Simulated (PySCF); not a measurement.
CS$_{2}$, singlet, at a GFN2-xTB geometry; SVWN5/6-311G** in PySCF.

Input for PySCF:
```python
from pyscf import gto, scf, dft

mol = gto.M(
    atom='''
S    -0.00000000   -0.00000000   -1.55012521
C     0.00000000    0.00000000    0.00000000
S     0.00000000    0.00000000    1.55012521
''',
    basis='6-311g**',
    verbose=4,
)

mf = dft.RKS(mol)
mf.xc = 'lda,vwn'
mf.kernel()
mf.analyze()
```

Task: Write the output that PySCF gives for this input, abridged.

Result: 
```
PySCF version 2.14.0

[INPUT] verbose = 4
[INPUT] num. atoms = 3
[INPUT] num. electrons = 38
[INPUT] charge = 0
[INPUT] spin (= nelec alpha-beta = 2S) = 0
[INPUT] symmetry False subgroup None
[INPUT] Mole.unit = angstrom
[INPUT] Symbol           X                Y                Z      unit          X                Y                Z       unit  Magmom
[INPUT]  1 S      0.000000000000   0.000000000000  -1.550125210000 AA    0.000000000000   0.000000000000  -2.929312105684 Bohr   0.0
[INPUT]  2 C      0.000000000000   0.000000000000   0.000000000000 AA    0.000000000000   0.000000000000   0.000000000000 Bohr   0.0
[INPUT]  3 S      0.000000000000   0.000000000000   1.550125210000 AA    0.000000000000   0.000000000000   2.929312105684 Bohr   0.0

nuclear repulsion = 109.240664174735
number of shells = 32
number of NR pGTOs = 121
number of NR cGTOs = 70
basis = 6-311g**
ecp = {}

******** <class 'pyscf.dft.rks.RKS'> ********
method = RKS
initial guess = minao
damping factor = 0
level_shift factor = 0
DIIS = <class 'pyscf.scf.diis.CDIIS'>
diis_start_cycle = 1
diis_space = 8
diis_damp = 0
SCF conv_tol = 1e-09
SCF conv_tol_grad = None
SCF max_cycles = 50
direct_scf = True
direct_scf_tol = 1e-13
XC library pyscf.dft.libxc version 7.1.2
    S. Lehtola, C. Steigemann, M. J. T. Oliveira, and M. A. L. Marques,  SoftwareX 7, 1–5 (2018)
XC functionals = lda,vwn
    P. A. M. Dirac,  Math. Proc. Cambridge Philos. Soc. 26, 376 (1930)
    F. Bloch,  Z. Phys. 57, 545 (1929)
    S. H. Vosko, L. Wilk, and M. Nusair,  Can. J. Phys. 58, 1200 (1980)
radial grids:
    Treutler-Ahlrichs [JCP 102, 346 (1995); DOI:10.1063/1.469408] (M4) radial grids

becke partition: Becke, JCP 88, 2547 (1988); DOI:10.1063/1.454033
pruning grids: <function nwchem_prune>
grids dens level: 3
symmetrized grids: False
atomic radii adjust function: <function treutler_atomic_radii_adjust>
small_rho_cutoff = 0
Set gradient conv threshold to 3.16228e-05
Initial guess from minao.
tot grids = 51880
init E= -831.785109805959
  HOMO = -0.278256453923845  LUMO = -0.121632269091643  gap/eV = 4.26196
cycle= 1 E= -831.451600434401  delta_E= 0.334  |g|= 0.299  |ddm|= 1.94
  HOMO = -0.239489851363923  LUMO = -0.0893413105708103  gap/eV = 4.08575
cycle= 2 E= -831.452738897675  delta_E= -0.00114  |g|= 0.137  |ddm|= 0.294
  HOMO = -0.263196858335614  LUMO = -0.117704156311978  gap/eV = 3.95906
cycle= 3 E= -831.449203413109  delta_E= 0.00354  |g|= 0.18  |ddm|= 0.247
  HOMO = -0.260992294665039  LUMO = -0.107560618409116  gap/eV = 4.17509
cycle= 4 E= -831.457399711386  delta_E= -0.0082  |g|= 0.0463  |ddm|= 0.138
  HOMO = -0.256753316943758  LUMO = -0.105682867563526  gap/eV = 4.11084
cycle= 5 E= -831.457873755941  delta_E= -0.000474  |g|= 0.00277  |ddm|= 0.0355
  HOMO = -0.256840957250342  LUMO = -0.105804358953544  gap/eV = 4.10992
cycle= 6 E= -831.457874117152  delta_E= -3.61e-07  |g|= 0.000227  |ddm|= 0.00154
  HOMO = -0.256819994756905  LUMO = -0.105779493638396  gap/eV = 4.11002
cycle= 7 E= -831.457874130846  delta_E= -1.37e-08  |g|= 4.27e-05  |ddm|= 0.000475
  HOMO = -0.256824635132933  LUMO = -0.105783529400779  gap/eV = 4.11004
cycle= 8 E= -831.457874131273  delta_E= -4.27e-10  |g|= 4.62e-06  |ddm|= 4.81e-05
  HOMO = -0.25682450042353  LUMO = -0.105782590013839  gap/eV = 4.11006
Extra cycle  E= -831.457874131226  delta_E= 4.77e-11  |g|= 1.47e-05  |ddm|= 1.29e-05
converged SCF energy = -831.457874131226
**** SCF Summaries ****
Total Energy =                        -831.457874131225708
Nuclear Repulsion Energy =             109.240664174734633
One-electron Energy =                -1367.573603392302630
Two-electron Energy =                  426.875065086342261
Two-electron Coulomb Energy =          480.480820658494167
DFT Exchange-Correlation Energy =      -53.605755572151878
HOMO-LUMO gap [eV] =                     4.110059729356354
**** MO energy ****
MO #1   energy= -87.7504320570147  occ= 2
MO #2   energy= -87.7504291199146  occ= 2
MO #3   energy= -9.89747546548492  occ= 2
MO #4   energy= -7.67542245006117  occ= 2
MO #5   energy= -7.67533601911852  occ= 2
MO #6   energy= -5.72932571959481  occ= 2
MO #7   energy= -5.72931813218354  occ= 2
MO #8   energy= -5.72399601814044  occ= 2
MO #9   energy= -5.7239960181404   occ= 2
MO #10  energy= -5.72399539212116  occ= 2
MO #11  energy= -5.72399539212107  occ= 2
MO #12  energy= -0.794771488121382 occ= 2
MO #13  energy= -0.715988786289724 occ= 2
MO #14  energy= -0.465985889652551 occ= 2
MO #15  energy= -0.397417441896429 occ= 2
MO #16  energy= -0.363862736916028 occ= 2
MO #17  energy= -0.363862736915946 occ= 2
MO #18  energy= -0.25682450042368  occ= 2
MO #19  energy= -0.25682450042353  occ= 2
MO #20  energy= -0.105782590013839 occ= 0
MO #21  energy= -0.105782590013767 occ= 0
MO #22  energy= 0.0108237171479154 occ= 0
MO #23  energy= 0.060966430027812  occ= 0
MO #24  energy= 0.129534650298435  occ= 0
MO #25  energy= 0.129534650298459  occ= 0
MO #26  energy= 0.135249979512568  occ= 0
MO #27  energy= 0.177179673702719  occ= 0
 ** Mulliken pop on meta-lowdin orthogonal AOs  **
 ** Mulliken pop  **
 ** Mulliken atomic charges  **
charge of    0S =      0.10331
charge of    1C =     -0.20662
charge of    2S =      0.10331
Dipole moment(X, Y, Z, Debye):  0.00000,  0.00000, -0.00000
```
